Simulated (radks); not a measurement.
These are the eigenvalues of the occupied orbitals of an atom or ion with whole-number occupations (eV). All-electron calculation, scalar-relativistic Kohn-Sham, LDA (Slater exchange, VWN5 correlation), spin-polarised, spherical densities, finite nucleus; Fermi nuclear charge, rms radius of each element as measured or else 0.836 A^(1/3) + 0.57 fm. Program: a radial shooting solver on a logarithmic mesh with Libxc functionals.

1s up: -76038.06
1s down: -76038.05
2s up: -13303.98
2s down: -13303.81
2p up: -11566.39
2p down: -11566.24
3s up: -3111.276
3s down: -3111.190
3p up: -2602.949
3p down: -2602.857
3d up: -2041.300
3d down: -2041.168
4s up: -663.0042
4s down: -662.8226
4p up: -496.1432
4p down: -495.9603
4d up: -290.8800
4d down: -290.6615
5s up: -98.7671
5s down: -97.4799
4f up: -62.6047
4f down: -62.2715
5p up: -55.5893
5p down: -54.0292
5d up: -8.0680
6s up: -6.9570
5d down: -6.4432
6s down: -6.1181

Which element is it, and in what charge state? The configuration may be excited. Open shells, if any, are filled with parallel spins first.

Answer. Z = 77, iridium, charge 0: Ir in [Xe] 4f14 5d7 6s2. The list shows which subshells hold electrons but not how many an open one holds; the 1s level, -2794.3 hartree, gives Z - s = 74.8 by -(Z - s)^2/2, which with screening and relativity narrows Z to a few neighbours, and the depths of the outer levels then fix element, charge and occupations together.
